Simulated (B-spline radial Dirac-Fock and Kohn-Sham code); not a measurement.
Dipole and non-dipole photoemission parameters of Ta²⁺ 4s

System: tantalum as Ta²⁺, configuration [Xe] 4f14 5d3; threshold 571.2 eV (orbital energy of the model). Level of theory: Dirac-Hartree-Slater photoionisation with a Latter tail; cross sections with all multipoles, angular parameters from the dipole term and its interference with E2; a radial B-spline solver.

Input file task.json (cfg lists n, l and occupation; rrms is the nuclear radius in fm):

```json
{"items": [{
  "Z": 73,
  "q": 2,
  "cfg": [[1, 0, 2], [2, 0, 2], [2, 1, 6], [3, 0, 2], [3, 1, 6], [3, 2, 10], [4, 0, 2], [4, 1, 6], [4, 2, 10], [4, 3, 14], [5, 0, 2], [5, 1, 6], [5, 2, 3]],
  "A": 181,
  "rrms": 5.3507,
  "do": "xps",
  "hv": [58.8, 60, 117.0, 121.0, 177.0, 200, 221.0, 237.0, 293.0, 400, 572.0, 651.0, 665.0, 712.0, 800, 1253.6, 1410.0, 1970.0, 2000, 2640.0, 2680.0, 2870.0, 2960.0, 2984.4, 3060.0, 3240.0, 3810.0, 9190.0, 9251.7, 13700.0]
}]}
```

Command: `python xray2_run.py task.json out`

| hν (eV) | σ (kb) | β | γ |
| --- | --- | --- | --- |
| 651 | 61.2 | 1.802 | 0.585 |
| 665 | 60.3 | 1.808 | 0.590 |
| 712 | 57.3 | 1.824 | 0.605 |
| 800 | 51.4 | 1.848 | 0.623 |
| 1253.6 | 30.7 | 1.900 | 0.567 |
| 1410 | 26.2 | 1.908 | 0.533 |
| 1970 | 16.1 | 1.925 | 0.400 |
| 2000 | 15.8 | 1.926 | 0.393 |
| 2640 | ? | ? | ? |
| 2680 | 9.99 | 1.936 | 0.249 |
| 2870 | 8.91 | 1.938 | 0.213 |
| 2960 | 8.46 | 1.939 | 0.197 |
| 2984.4 | 8.34 | 1.939 | 0.193 |
| 3060 | 8.00 | 1.940 | 0.179 |
| 3240 | 7.25 | 1.941 | 0.149 |
| 3810 | 5.47 | 1.944 | 0.066 |
| 9190 | 1.07 | 1.956 | -0.145 |
| 9251.7 | 1.06 | 1.956 | -0.144 |
| 13700 | 0.485 | 1.958 | 0.030 |

Q: Give the values at 2640 eV.

A: σ = 10.2 kb, β = 1.936, γ = 0.257. For an s subshell δ is negligible.

Values without a named source are computed, but for edge energies of neutral atoms, which are taken from tables.
